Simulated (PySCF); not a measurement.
Magnetic susceptibility: `[BH3-][PH+](F)F`, BF2H4P

Cartesian coordinates in Å; atom numbers follow the order of the lines, from 1:
```xyz
8

B    -1.112   -0.170   -0.010
P     0.752    0.101    0.163
F     1.643   -0.877   -0.738
F     1.284    1.447   -0.522
H    -1.281   -0.086   -1.183
H    -1.323   -1.249    0.432
H    -1.623    0.697    0.615
H     1.670    0.145    1.219
```

Level of theory: PySCF 2.14.0, GIAO KT3/pcSseg-1 magnetisability, rotational g tensor and spin-rotation constants, non-relativistic, gas phase. Geometry: GFN2-xTB.

Problem. How diamagnetic is it, and how anisotropic?

Solution. Isotropic -692 × 10⁻³⁰ J/T², or -41.7 × 10⁻⁶ cm³/mol; principal values -714, -687, -674 × 10⁻³⁰ J/T², anisotropy 36 × 10⁻³⁰ J/T² (root of half the summed squared differences of the principal values). The susceptibility is in cgs units.

Problem. Split it along the inertial axes a, b, c into diamagnetic and paramagnetic parts about the centre of mass, with the quadrupole moment.

Solution. 
| axis | χ (10⁻⁶ cm³/mol) | diamagnetic (10⁻⁶ cm³/mol) | paramagnetic (10⁻⁶ cm³/mol) | summed x² of all electrons (Å²) | quadrupole Θ (D Å) |
| --- | --- | --- | --- | --- | --- |
| a | -42.7 | -203.7 | 161.0 | 51.9 | -6.11 |
| b | -41.4 | -280.1 | 238.7 | 33.9 | +0.20 |
| c | -40.9 | -364.1 | 323.3 | 14.1 | +5.91 |

Anisotropies 2χaa − χbb − χcc = -3.1 and 2χbb − χaa − χcc = +0.8 × 10⁻⁶ cm³/mol. Θ is traceless in Buckingham's convention.

Problem. And the rotational g tensor?

Solution. 
| axis | rotational constant (GHz) | g | nuclear part | electronic part |
| --- | --- | --- | --- | --- |
| a | 7.5856 | -0.0431 | 0.5306 | -0.5737 |
| b | 5.5943 | -0.0450 | 0.5824 | -0.6274 |
| c | 3.7820 | -0.0373 | 0.5371 | -0.5744 |

Asymmetric top; isotopes 11B, 19F, 1H, 31P; no vibrational averaging.
